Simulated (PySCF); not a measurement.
Computed shifts of a molecule FH₆NOSi₂, PBE/pcSseg-1 (PySCF), GIAO, gas phase, atoms alike by connectivity averaged where their shifts nearly agree, in ppm (number of nuclei): ²⁹Si: -32.5 (1), -40.7 (1). ¹⁹F: -180.5 (1). ¹⁵N: 44.1 (1). ¹H: 5.57 (1), 5.42 (1), 5.30 (2), 1.65 (1), 1.52 (1). References: ²⁹Si against TMS (σ = 335.4 ppm); ¹⁹F against CFCl3 (σ = 133.6 ppm); ¹⁷O against H2O (σ = 334.3 ppm); ¹⁵N against NH3 (σ = 267.0 ppm); ¹H against TMS (σ = 31.49 ppm), references at their B3LYP-D3(BJ)/def2-TZVP geometries, non-relativistic. Geometry optimised at PBE0-D3(BJ)/def2-SVP. One conformer was computed; it need not be the lowest.

Task: Which molecule gave these data?
A. N[SiH2]O[SiH2]F
B. O[Si@H](F)N[SiH3]
C. N[Si@@H](F)O[SiH3]
D. N[Si@@](O)(F)[SiH3]

Result: A, N[SiH2]O[SiH2]F
